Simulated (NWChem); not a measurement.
Molecule: C₃H₃Cl; SMILES C=C=CCl

Results from NWChem. Pople sets run with spherical d functions. Geometry: optimised at PBE0/def2-SVP. B3LYP is NWChem's, with the RPA form of VWN correlation. Level: B3LYP/6-31G* with COSMO at NWChem's default radii, gas-phase geometry; rows give the dielectric constant.

```
dielectric constant  electrostatic solvation energy (kcal/mol)  dipole in solution (D)
-------------------  -----------------------------------------  ----------------------
2.0                                                       -1.2                    2.04
3.9                                                       -1.9                    2.20
4.8                                                       -2.0                    2.23
20.7                                                      -2.5                    2.35
78.4                                                      -2.6                    2.38
```
